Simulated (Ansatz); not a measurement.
`FB1CS1` + `[NH2][GaH2]` → `[GaH2][NH]B1CS1` + H–F at 400 K and 1 bar (ligand exchange at a B–F bond).

Program: Ansatz. Geometries: PBE0-D4/def2-TZVP. ΔE: electronic, gas phase. CCSD(T)/CBS is the MP2 limit (def2-TZVPP, def2-QZVPP) plus CCSD(T) − MP2 in def2-TZVPP, frozen cores. This one scheme is used for every species. For Ga outer-core shells are correlated without core-valence functions, which leaves a few kJ/mol of doubt a bond. Scalar relativity is left out up to krypton. Each species was taken in one conformer, which may not be the lowest.

| species | CCSD(T)/CBS energy (Eh) | H − E (kJ/mol) | S (J/(mol·K)) |
| --- | --- | --- | --- |
| `FB1CS1` | -561.66504 | 110.1 | 301.6 |
| `[NH2][GaH2]` | -1981.05479 | 122.4 | 284.4 |
| `[GaH2][NH]B1CS1` | -2442.32425 | 196.7 | 387.2 |
| H–F | -100.39570 | 36.5 | 182.2 |

H − E and S are ideal-gas, rigid-rotor, harmonic terms from PBE0-D4/def2-TZVP, for one conformer and one mirror image of each species. 1 Eh = 2625.50 kJ/mol, R = 8.31446 J/(mol·K).

Problem. By hand: ΔE, ΔH, ΔS and ΔG.

Solution. ΔE = (-2442.32425) + (-100.39570) − (-561.66504) − (-1981.05479) = -0.00012 Eh = -0.3 kJ/mol. Δ(H − E) = 196.7 + 36.5 − 110.1 − 122.4 = 0.7, so ΔH = 0.4 kJ/mol. ΔS = 387.2 + 182.2 − 301.6 − 284.4 = -16.6 J/(mol·K). ΔG = 0.4 − 400 × (-16.6)/1000 = 7.0 kJ/mol.

Problem. By hand: the equilibrium constant, and the temperature at which ΔG would vanish if ΔH and ΔS stayed fixed.

Solution. log₁₀ K = −ΔG/(RT ln 10) = -0.9. ΔH and −TΔS have one sign here, so there is no such temperature.

TΔS isn't small against ΔH here. A doubt of 5 kJ/mol in ΔE shifts log₁₀ K by 0.7 here. Other conformers and mirror images would add mixing entropy, several J/(mol·K) or more a flexible species. These are equilibria of isolated gas molecules and say nothing of rates. Largest T1 diagnostic: 0.014 (customary marks: 0.02 for closed shells, 0.045 for open ones).
